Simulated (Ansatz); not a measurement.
Consider the ligand exchange at a Ti–C bond: `[F][Ti]([F])([F])[c]1ccccc1` + trimethylsilanol → `C[Si](C)(C)[O][Ti]([F])([F])[F]` + benzene.

Calculated with Ansatz (gas phase, PBE0-D4/def2-TZVP geometries, no zero-point term in ΔE). CCSD(T)/CBS is the MP2 limit (def2-TZVPP, def2-QZVPP) plus CCSD(T) − MP2 in def2-TZVPP, frozen cores. For Ti outer-core shells are correlated without core-valence functions, which leaves a few kJ/mol of doubt a bond. Scalar relativity is left out up to krypton. One conformer a species, not always the lowest.

```tsv
level	ΔE (kJ/mol)
HF/def2-SVP	-206.4
CCSD(T)/def2-SVP	-202.8
```

What does CCSD(T)/CBS give? (Best estimate.)

Computed: -178.9 kJ/mol. The listed levels differ from it by -27.5, -23.9 kJ/mol.

Largest T1 diagnostic among the species: 0.020.

Leaving LDA and LC-ωPBE aside and taking each functional with its dispersion term where it has one, the values, not all of them listed here, spread over 14.1 kJ/mol, from CAM-B3LYP-D4 to revPBE-D4. At CCSD(T), def2-SVP lies −23.9 kJ/mol from the extrapolated value and def2-TZVPP −6.4 kJ/mol. In def2-TZVPP, CCSD(T) changes the Hartree–Fock value by +15.5 kJ/mol (the triples alone add +0.5 kJ/mol) and MP2 by +16.2 kJ/mol.

CCSD(T)/CBS has its own doubt, a few kJ/mol and more with outer-core shells, so smaller differences from it don't rank the levels.
